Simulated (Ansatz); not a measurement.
`[Br][InH2]` + CH₃NH₂ → `C[NH][InH2]` + HBr at 500 K and 1 bar (ligand exchange at the In–Br bond).

Program: Ansatz. Geometries: PBE0-D4/def2-TZVP. ΔE: electronic, gas phase. CCSD(T)/CBS is the MP2 limit (def2-TZVPP, def2-QZVPP) plus CCSD(T) − MP2 in def2-TZVPP, frozen cores. Elements past krypton have def2 core potentials. For Br, In outer-core shells are correlated without core-valence functions, which leaves a few kJ/mol of doubt a bond. Scalar relativity is left out up to krypton.

```
      species  CCSD(T)/CBS energy (Eh)  H − E (kJ/mol)  S (J/(mol·K))
 `[Br][InH2]`              -2764.36342            58.2          318.8
       CH₃NH₂                -95.75281           191.8          270.3
`C[NH][InH2]`               -286.14916           209.9          370.3
          HBr              -2573.91920            30.5          213.7
```

H − E and S are ideal-gas, rigid-rotor, harmonic terms from PBE0-D4/def2-TZVP. 1 Eh = 2625.50 kJ/mol, R = 8.31446 J/(mol·K).

Task: By hand: ΔE, ΔH, ΔS and ΔG.

Result: ΔE = (-286.14916) + (-2573.91920) − (-2764.36342) − (-95.75281) = 0.04787 Eh = 125.7 kJ/mol. Δ(H − E) = 209.9 + 30.5 − 58.2 − 191.8 = -9.6, so ΔH = 116.1 kJ/mol. ΔS = 370.3 + 213.7 − 318.8 − 270.3 = -5.1 J/(mol·K). ΔG = 116.1 − 500 × (-5.1)/1000 = 118.6 kJ/mol.

Task: By hand: the equilibrium constant, and the temperature at which ΔG would vanish if ΔH and ΔS stayed fixed.

Result: log₁₀ K = −ΔG/(RT ln 10) = -12.4. ΔH and −TΔS have one sign here, so there is no such temperature. One of them is within its doubt of zero, so this could turn.

The number of gas molecules stays the same, so ΔS is small and ΔH decides. A doubt of 5 kJ/mol in ΔE shifts log₁₀ K by 0.5 here. These are equilibria of isolated gas molecules and say nothing of rates. Largest T1 diagnostic: 0.016 (customary marks: 0.02 for closed shells, 0.045 for open ones).
